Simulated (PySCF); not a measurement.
Spin states and ions at one geometry of [TlS2]−

PySCF 2.14.0, RKS PBE, Tl def2-SVP with ECP60, S def2-SVP; non-relativistic Hamiltonian with scalar-relativistic core potentials where named; density fitting; no spin-orbit coupling; singlets restricted, open shells unrestricted. The geometry is relaxed for charge -1, singlet, vacuum:

```xyz
3

Tl    0.0000    0.0000    0.0000
S     0.0000    0.0000    2.3367
S     0.0000    0.0000   -2.3367
```

Energies count from the relaxed state; an electron taken off or put on is at rest in vacuum. Charges and spins are Mulliken's.

```csv
state,energy (eV),spin squared,charge on Tl1 (e),spin on Tl1 (e),dipole about the centre of mass (D)
"charge -1, singlet, vacuum",0.00,0.00,-0.06,0.00,0.00
"charge -1, triplet, vacuum",2.50,2.01,-0.16,0.18,0.00
```

Q: What does the state charge 0, doublet, vacuum give?

A: energy (eV) 3.06, spin squared 0.76, charge on Tl1 (e) 0.28, spin on Tl1 (e) -0.09, dipole about the centre of mass (D) 0.00.

With an electron taken off (doublet) the charges change, summed by element, by Tl +0.34 e, S +0.66 e. The vertical ionisation energy is 3.06 eV, against −ε(HOMO) = 0.26 eV of the relaxed state. The level lies 2.8 eV too high, as is usual for semilocal functionals and global hybrids, which keep a self-interaction error.

Open shells may have lower solutions than those found.
